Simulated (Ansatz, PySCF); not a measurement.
HO3S, SMILES O=[SH](=O)[O-], charge -1. Atoms are numbered in the order given.

```xyz
5

S      0.0000     0.0000     0.1866
O     -1.2573     0.7259    -0.1698
O      1.2573     0.7259    -0.1698
O      0.0000    -1.4518    -0.1698
H      0.0000     0.0000     1.5701
```
Charge -1, spin multiplicity 1.

The structure is a stationary point at B3LYP-D3(BJ)/def2-SVPD.

Two levels are set side by side: PBE-D3(BJ)/def2-SVPD (Ansatz, a quantum-chemistry and plane-wave program) and B3LYP-D3(BJ)/def2-SVPD (Ansatz). Each level has its own optimised geometry; the coordinates shown are those of the second. Frequencies come from the Hessian of PySCF at each geometry. Differences are taken from unrounded values.

| quantity | B3LYP-D3(BJ) | PBE-D3(BJ) | PBE-D3(BJ) minus B3LYP-D3(BJ) |
|---|---|---|---|
| mean bond length (Å) | 1.467 | 1.482 | 0.015 |
| bond S1–O2 (Å) | 1.495 | 1.509 | 0.014 |
| bond S1–O3 (Å) | 1.495 | 1.509 | 0.014 |
| bond S1–O4 (Å) | 1.495 | 1.509 | 0.014 |
| bond S1–H5 (Å) | 1.383 | 1.402 | 0.018 |
| highest harmonic wavenumber (cm⁻¹) | 2372 | 2254 | -118 |
| mean harmonic wavenumber (cm⁻¹) | 1040 | 992 | -47 |
| zero-point energy (kcal/mol) | 13.38 | 12.77 | -0.61 |

Exact exchange shortens and stiffens bonds; PBE has none. Differences between two approximate levels are no errors against the true value.
